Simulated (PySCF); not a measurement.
Computed properties of HI2Si, SMILES I[SiH]I

HI2Si, SMILES I[SiH]I (connectivity only; charge and spin as stated), charge +1, multiplicity 1. Geometry: B3LYP-D3(BJ)/def2-SVP. The multiplicity is an assumed one; other spin states were not compared. The isomer is the one that the SMILES or the coordinates give; other isomers of the formula were not compared. The def2 effective core potentials stand for the cores of I; spin–orbit coupling is left out. The values are those of a single conformer. All values are computed for the isolated molecule unless a solvent is named; none is compared with measurement here.

**Structure.** The optimised structure has C2v symmetry. All 6 harmonic modes at B3LYP-D3(BJ)/def2-SVP (PySCF) are real, so it is a minimum. With heavy atoms numbered as in [I:1][SiH:2][I:3], the shortest bond between them is I1–Si2 at 2.349 Å and the longest Si2–I3 at 2.349 Å.

**Vibrations.** The strongest infrared lines (harmonic, unscaled, degenerate partners summed) lie at 751 cm⁻¹ (138 km/mol, H 92 %), 497 cm⁻¹ (107 km/mol, Si 80 %, I 13 %), 337 cm⁻¹ (17 km/mol, Si 70 %, I 27 %). The softest mode is at 96 cm⁻¹ and the zero-point energy is 6.3 kcal/mol.

**Electronic structure.** CAM-B3LYP/def2-TZVPD (PySCF) places the frontier levels at -14.36 and -7.46 eV, a gap of 6.90 eV and a mean polarisability of 87.8 bohr³.

**Excitations.** TDDFT-PBE0/def2-SVPD (PySCF) has S1 at 3.27 eV (380 nm, f = 0.000, dark); the most intense of the 10 singlets computed lies at 4.67 eV (f = 0.10). T1 (TDA) is at 3.08 eV. No vertical singlet excitation falls in the visible range (under 3.1 eV).
